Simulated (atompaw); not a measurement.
O (Z = 8) PAW (atompaw): all-electron and pseudo phase curves

atompaw 4.2.0.5 input, output lines left out:

```
O 8
GGA-PBE scalarrelativistic loggrid 1500 logderivrange -4 5 226
2 2 0 0 0 0
2 1 4
0 0 0
c
v
v
2
2.40 2.00 1.90 1.95
y
2.6
n
y
0.55
n
y
0.45
y
2.45
n
custom polynom vanderbiltortho besselshape
3 0.5 vpsmatchnc
1.00
2.40
2.40
2.40
2.40
2.40
```

The phase is arctan(r·u′/u) with u = r·R(r), unwrapped; energies in Ry, scanned from -4 to 5 Ry. A pole is an energy at which the radial function vanishes at the test radius. The pseudo phase is shifted by a multiple of π to meet the all-electron one at the reference energy, and phase errors are pseudo minus all-electron; the curves can meet again beyond the range given. Levels narrower than the energy grid can be missing from the lists of poles.

| channel | radius (bohr) | reference energy (Ry) | poles, all-electron | poles, pseudo | unbroken range about the reference energy with phases within 0.05 rad | phase error 1 Ry above the reference energy (rad) |
| --- | --- | --- | --- | --- | --- | --- |
| s | 2.40 | -1.76 | -1.59, 4.64 | -1.60, 4.40 | the whole range | -0.006 |
| p | 2.40 | -0.66 | -0.42, 4.81 | -0.42 | the whole range | +0.000 |
| d | 2.40 | 0.45 | 3.79 | 3.79 | the whole range | +0.000 |

Phases in the s channel:

| E (Ry) | all-electron | pseudo |
| --- | --- | --- |
| -4.00 | 1.342 | 1.340 |
| -3.76 | 1.332 | 1.330 |
| -3.52 | 1.320 | 1.318 |
| -3.28 | 1.306 | 1.303 |
| -3.04 | 1.287 | 1.284 |
| -2.80 | 1.262 | 1.259 |
| -2.56 | 1.224 | 1.220 |
| -2.32 | 1.153 | 1.148 |
| -2.08 | 0.949 | 0.941 |
| -1.84 | -0.684 | -0.688 |
| -1.60 | -1.566 | -1.568 |
| -1.36 | -1.710 | -1.713 |
| -1.12 | -1.776 | -1.781 |
| -0.88 | -1.823 | -1.829 |
| -0.64 | -1.865 | -1.872 |
| -0.40 | -1.908 | -1.917 |
| -0.16 | -1.957 | -1.968 |
| 0.08 | -2.017 | -2.031 |
| 0.32 | -2.096 | -2.113 |
| 0.56 | -2.204 | -2.227 |
| 0.80 | -2.366 | -2.396 |
| 1.04 | -2.616 | -2.657 |
| 1.28 | -2.994 | -3.039 |
| 1.52 | -3.453 | -3.487 |
| 1.76 | -3.841 | -3.858 |
| 2.00 | -4.102 | -4.108 |
| 2.24 | -4.268 | -4.270 |
| 2.48 | -4.379 | -4.379 |
| 2.72 | -4.457 | -4.457 |
| 2.96 | -4.515 | -4.516 |
| 3.20 | -4.560 | -4.562 |
| 3.44 | -4.596 | -4.600 |
| 3.68 | -4.626 | -4.633 |
| 3.92 | -4.652 | -4.661 |
| 4.16 | -4.674 | -4.687 |
| 4.40 | -4.694 | -4.712 |
| 4.64 | -4.713 | -4.737 |
| 4.88 | -4.730 | -4.764 |
